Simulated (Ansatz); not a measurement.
`Br[SiH2]Br` + `O[SiH3]` → `[SiH3]O[SiH2]Br` + HBr at 700 K and 1 bar (ligand exchange at the Si–Br bond).

Calculated with Ansatz (gas phase, PBE0-D4/def2-TZVP geometries, no zero-point term in ΔE). CBS: MP2 limit from def2 TZ/QZ plus the TZ coupled-cluster correction, frozen cores. For Br outer-core shells are correlated without core-valence functions, which leaves a few kJ/mol of doubt a bond. Scalar relativity is left out up to krypton. Each species was taken in one conformer, which may not be the lowest.

```tsv
species	CCSD(T)/CBS energy (Eh)	H − E (kJ/mol)	S (J/(mol·K))
`Br[SiH2]Br`	-5437.00625	97.1	376.7
`O[SiH3]`	-366.69042	144.6	321.6
`[SiH3]O[SiH2]Br`	-3229.78766	201.3	485.4
HBr	-2573.91920	36.5	223.7
```

H − E and S are ideal-gas, rigid-rotor, harmonic terms from PBE0-D4/def2-TZVP, for one conformer and one mirror image of each species. 1 Eh = 2625.50 kJ/mol, R = 8.31446 J/(mol·K).

By hand: ΔE, ΔH, ΔS and ΔG.

ΔE = (-3229.78766) + (-2573.91920) − (-5437.00625) − (-366.69042) = -0.01019 Eh = -26.8 kJ/mol. Δ(H − E) = 201.3 + 36.5 − 97.1 − 144.6 = -3.9, so ΔH = -30.7 kJ/mol. ΔS = 485.4 + 223.7 − 376.7 − 321.6 = 10.8 J/(mol·K). ΔG = -30.7 − 700 × (10.8)/1000 = -38.3 kJ/mol.

By hand: the equilibrium constant, and the temperature at which ΔG would vanish if ΔH and ΔS stayed fixed.

log₁₀ K = −ΔG/(RT ln 10) = 2.9. ΔH and −TΔS have one sign here, so there is no such temperature.

The number of gas molecules stays the same, so ΔS is small and ΔH decides. A doubt of 5 kJ/mol in ΔE shifts log₁₀ K by 0.4 here. Other conformers and mirror images would add mixing entropy, several J/(mol·K) or more a flexible species. Modes under 60 cm⁻¹, often nearly free rotors, make the harmonic entropy too high. These are equilibria of isolated gas molecules and say nothing of rates. Largest T1 diagnostic: 0.011 (customary marks: 0.02 for closed shells, 0.045 for open ones).

ΔS is within the doubt of such terms, so its sign, and with it that verdict, could turn.
